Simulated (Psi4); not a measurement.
O₂Zr, singlet, geometry from GFN2-xTB (such geometries of metal compounds can be far from the true shape) (all electrons, no relativity), with bond 2-1 at 1.6 times its length. Base run: BLYP/3-21G in Psi4.

Geometry (Å):
```xyz
3

Zr    -0.1474    -0.1629    -0.2109
O      2.4050     1.0681    -0.4823
O     -0.7111     0.2083     1.4352
```
Charge 0, spin multiplicity 1.
All else is at Psi4's defaults, with exact integrals.
Base energy -3673.87473 Eh.

Variants of this job, named by their change:

```tsv
change	ΔE vs base (mEh)	SCF cycles	grid points	basis functions	outcome
base	0.000	43	66305	57	converged
dft_spherical_points = 974	0.037	30	212818	57	converged
d_convergence = 1e-8	0.000	44	66305	57	converged
scf_type = cd	-0.942	37	66305	57	converged
dft_spherical_points = 590	0.042	32	129477	57	converged
dft_radial_points = 99	0.124	27	87303	57	converged
dft_radial_points = 150	0.122	29	132058	57	converged
dft_radial_scheme = becke	0.491	29	58907	57	converged
damping_percentage = 50	-	-	-	57	stopped with an error
cholesky_tolerance = 1e-3 (with scf_type cd)	-3.687	35	66305	57	converged
dft_nuclear_scheme = becke	-0.190	54	65864	57	converged
dft_basis_tolerance = 1e-8	0.000	42	65629	57	converged
```

- damping_percentage = 50: ended with `Exception: ADIIS minimization failed. File a bug, and include your entire input and output files.`
